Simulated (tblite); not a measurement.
A tight-binding relaxation on `C=CCP1C[C@@H]1C(C)C`.

Computed with GFN2-xTB geometry optimisation, gas phase (tblite 0.8.0). Start geometry: from a force field or distance geometry. The input is one job of a driver script: a line of settings, then coordinates in Å.

Command:
```bash
OMP_NUM_THREADS=1 python probes_run.py task.json out
```

Input:
```
{"job": {"kind": "relax", "xc": "GFN2-xTB", "basis": "xTB"}, "charge": 0, "multiplicity": 1}
C      3.803500     1.499600    -0.586700
C      3.322800     0.256200    -0.468700
C      2.213700    -0.143800     0.454300
P      0.939200    -0.682800    -0.768600
C     -0.041600    -1.834500     0.291300
C     -0.595400    -0.442800     0.236300
C     -1.889800    -0.169900    -0.483700
C     -2.015700     1.315400    -0.828600
C     -3.066900    -0.607800     0.394000
H      4.622200     1.717400    -1.245300
H      3.353400     2.332600    -0.045300
H      3.819800    -0.545400    -1.015600
H      2.525200    -0.942600     1.127600
H      1.864300     0.701800     1.055400
H      0.410400    -2.171900     1.206600
H     -0.566200    -2.613300    -0.244200
H     -0.485900     0.171100     1.133400
H     -1.938900    -0.756100    -1.412600
H     -1.208100     1.636100    -1.484200
H     -2.961800     1.507700    -1.344300
H     -1.992600     1.944300     0.069300
H     -4.023700    -0.422400    -0.118300
H     -3.080200    -0.049500     1.354700
H     -3.019600    -1.679700     0.627800
```

Output:
```
step      E/eV     max force
  0    -741.09169    1.583
  1    -741.14163    1.096
  2    -741.17277    0.513
  3    -741.18616    0.303
  4    -741.19506    0.231
  5    -741.20071    0.171
  6    -741.20463    0.190
  7    -741.20866    0.194
  8    -741.21269    0.156
  9    -741.21579    0.131
... (60 lines left out)
 70    -741.23656    0.017
 71    -741.23659    0.019
 72    -741.23664    0.016
 73    -741.23669    0.015
 74    -741.23674    0.015
 75    -741.23680    0.020
 76    -741.23685    0.022
 77    -741.23691    0.019
 78    -741.23695    0.014
 79    -741.23698    0.009
```

«max force» is the largest atomic force in eV/Å.

Task: From which step on does the largest force stay under 0.1 eV/Å, and how much energy is left to gain from there?

Result: From step 14 (0.089 eV/Å), 13.0 meV above the end.

Main results: energy lowered by 3.4 kcal/mol over 79 steps; largest atomic force 0.009 eV/Å at the end.

Task: Where do the atoms end?

Result: 0.102 Å rms from the input after alignment:
```
atom  x, y, z in Å
C1     3.8568    1.5286   -0.5142
C2     3.4394    0.2793   -0.4174
C3     2.2323   -0.1475    0.3435
P4     0.8827   -0.7078   -0.8607
C5    -0.0703   -1.8396    0.2467
C6    -0.6074   -0.4364    0.2070
C7    -1.9396   -0.1788   -0.4642
C8    -2.0567    1.2883   -0.8676
C9    -3.0802   -0.5795    0.4715
H10    4.7299    1.7962   -1.0843
H11    3.3396    2.3376   -0.0238
H12    3.9722   -0.5137   -0.9266
H13    2.4799   -0.9912    0.9931
H14    1.8551    0.6795    0.9489
H15    0.4015   -2.1873    1.1568
H16   -0.6601   -2.6005   -0.2487
H17   -0.4531    0.1611    1.1021
H18   -1.9928   -0.7938   -1.3703
H19   -1.2306    1.5628   -1.5209
H20   -2.9911    1.4673   -1.3940
H21   -2.0295    1.9279    0.0125
H22   -4.0414   -0.4204   -0.0115
H23   -3.0488    0.0167    1.3815
H24   -2.9992   -1.6291    0.7452
```
Labels such as C1 count atoms from 1, the log's own numbers from 0.
